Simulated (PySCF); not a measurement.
Stepwise substitution at one centre (B CH3-NH2). Gas-phase values, no solvent. Strings in code marks are SMILES.

The numbers are results of M06-2X/def2-TZVP // B3LYP-D3(BJ)/def2-TZVP (PySCF 2.14.0), not measurements. Delta-SCF ions had no search for a lower state. Excitations are Tamm–Dancoff values on a coarser integration grid. The basis has no diffuse functions, so Rydberg states are missing or too high.

| species | vertical ionisation energy (Delta-SCF) (eV) | brightest of the four lowest singlets (TDA) (eV) | S1 oscillator strength | HOMO (eV) |
|---|---|---|---|---|
| 0 of 3 CH3 replaced by NH2 | 10.87 | 8.33 | ? | -9.77 |
| 1 of 3 CH3 replaced by NH2 (`CB(C)N`) | 10.60 | 8.34 | 0.030 | -9.50 |
| 2 of 3 CH3 replaced by NH2 | 9.38 | 8.40 | ? | ? |
| 3 of 3 CH3 replaced by NH2 | 9.24 | 7.32 | 0.000 | ? |

### Question
Some entries are withheld; supply them.

### Answer

- 0 of 3 CH3 replaced by NH2, S1 oscillator strength: 0.000
- 2 of 3 CH3 replaced by NH2, S1 oscillator strength: 0.000
- 2 of 3 CH3 replaced by NH2, HOMO (eV): -8.20
- 3 of 3 CH3 replaced by NH2, HOMO (eV): -8.04
